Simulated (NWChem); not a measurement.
System: C3HBrF2; SMILES FC(F)=C=CBr

Here is an NWChem input.

```
start job
memory heap 200 mb stack 900 mb global 1100 mb
geometry units angstroms noautosym nocenter noautoz
  F      0.247973    -2.784274     1.075684
  C     -0.017447    -2.084925     0.000000
  F      0.247973    -2.784274    -1.075684
  C     -0.495157    -0.867465     0.000000
  C     -0.950669     0.352445     0.000000
  Br     0.154959     1.887067     0.000000
  H     -2.015127     0.608311     0.000000
end
basis spherical
  F library def2-svpd
  C library def2-svpd
  Br library def2-svpd
  H library def2-svpd
end
dft
  xc b3lyp
  iterations 150
end
property
  response 1 0.0773
end
task dft property
```

NWChem printed, in part:

```
             Northwest Computational Chemistry Package (NWChem) 7.3.0
             --------------------------------------------------------

                             Geometry "geometry" -> ""
                             -------------------------

 Output coordinates in angstroms (scale by  1.889725989 to convert to a.u.)

  No.       Tag          Charge          X              Y              Z
 ---- ---------------- ---------- -------------- -------------- --------------
    1 F                    9.0000     0.24797300    -2.78427400     1.07568400
    2 C                    6.0000    -0.01744700    -2.08492500     0.00000000
    3 F                    9.0000     0.24797300    -2.78427400    -1.07568400
    4 C                    6.0000    -0.49515700    -0.86746500     0.00000000
    5 C                    6.0000    -0.95066900     0.35244500     0.00000000
    6 Br                  35.0000     0.15495900     1.88706700     0.00000000
    7 H                    1.0000    -2.01512700     0.60831100     0.00000000

 Effective nuclear repulsion energy (a.u.)     351.3399111132

                              NWChem Property Module
                              ----------------------

                                 NWChem DFT Module
                                 -----------------

 Summary of "ao basis" -> "ao basis" (spherical)
 ------------------------------------------------------------------------------
       Tag                 Description            Shells   Functions and Types
 ---------------- ------------------------------  ------  ---------------------
 F                         def2-svpd                 9       23   4s3p2d
 C                         def2-svpd                 8       20   4s2p2d
 Br                        def2-svpd                15       41   6s5p4d
 H                         def2-svpd                 4        8   2s2p

            General Information
            -------------------
          SCF calculation type: DFT
          Wavefunction type:  closed shell.
          No. of atoms     :     7
          No. of electrons :    72
           Alpha electrons :    36
            Beta electrons :    36
          Charge           :     0
          Spin multiplicity:     1
          Use of symmetry is: off; symmetry adaption is: off
          Maximum number of iterations: 150
          AO basis - number of functions:   155
                     number of shells:    61
          Convergence on energy requested:  1.00D-06
          Convergence on density requested:  1.00D-05
          Convergence on gradient requested:  5.00D-04

              XC Information
              --------------
                         B3LYP Method XC Potential
                     Hartree-Fock (Exact) Exchange  0.200
                        Slater Exchange Functional  0.800 local
                    Becke 1988 Exchange Functional  0.720 non-local
              Lee-Yang-Parr Correlation Functional  0.810
                  VWN I RPA Correlation Functional  0.190 local

             Grid Information
             ----------------
          Grid used for XC integration:  medium
          Radial quadrature: Mura-Knowles
          Angular quadrature: Lebedev.
          Tag              B.-S. Rad. Rad. Pts. Rad. Cut. Ang. Pts.
          ---              ---------- --------- --------- ---------
          F                   0.50       49          15.0       434
          C                   0.70       49          14.0       434
          Br                  1.15      112          13.0       590
          H                   0.35       45          12.0       434
          Grid pruning is: on
          Number of quadrature shells:   402
          Spatial weights used:  Erf1

      Superposition of Atomic Density Guess
      -------------------------------------

 Sum of atomic energies:       -2884.05720316

      Non-variational initial energy
      ------------------------------

 Total energy =   -2886.456360
 1-e energy   =   -4711.170986
 2-e energy   =    1473.374715
 HOMO         =      -0.259715
 LUMO         =      -0.009150

   convergence    iter        energy       DeltaE   RMS-Dens  Diis-err
 ---------------- ----- ----------------- --------- --------- ---------
 d= 0,ls=0.0,diis     1  -2888.0251624772 -3.24D+03  2.85D-02  1.36D+00
 d= 0,ls=0.0,diis     2  -2887.9344805619  9.07D-02  1.10D-02  2.37D+00
 d= 0,ls=0.0,diis     3  -2888.1718424362 -2.37D-01  2.74D-03  3.19D-02
 d= 0,ls=0.0,diis     4  -2888.1747004036 -2.86D-03  9.11D-04  7.31D-03
 d= 0,ls=0.0,diis     5  -2888.1755137173 -8.13D-04  2.66D-04  1.65D-03
  Resetting Diis
 d= 0,ls=0.0,diis     6  -2888.1757091827 -1.95D-04  8.82D-05  5.92D-05
 d= 0,ls=0.0,diis     7  -2888.1757151942 -6.01D-06  6.96D-05  6.65D-06
 d= 0,ls=0.0,diis     8  -2888.1757126792  2.51D-06  4.75D-05  2.50D-05
 d= 0,ls=0.0,diis     9  -2888.1757161229 -3.44D-06  2.66D-06  1.47D-07
 d= 0,ls=0.0,diis    10  -2888.1757161416 -1.87D-08  1.21D-06  1.57D-08

         Total DFT energy =    -2888.175716141599
      One electron energy =    -4712.199349409507
           Coulomb energy =     1601.483388380932
    Exchange-Corr. energy =     -128.799666226233
 Nuclear repulsion energy =      351.339911113209

 Numeric. integr. density =       71.999998054665

[...]

 DFT Linear Response polarizability / au
 Frequency  =       0.0773000 / au
 Wavelength =     589.4353558 / nm
              X              Y              Z
 -----------------------------------------------
 X      50.5929980     -3.4544160     -0.0000001
 Y      -3.4544110    109.4143783      0.0000000
 Z      -0.0000001      0.0000000     46.1345629
 -----------------------------------------------
 Eigenvalues =      50.3908247    109.6165516     46.1345629
 Isotropic   =      68.7139797
 Anisotropic =      61.4644832
 -----------------------------------------------

 Magnetic Dipole Response Matrix (nonzero elements):

 Exiting AOResponse driver routine
```

Level: B3LYP/def2-SVPD. Geometry: optimised at PBE0/def2-SVP.
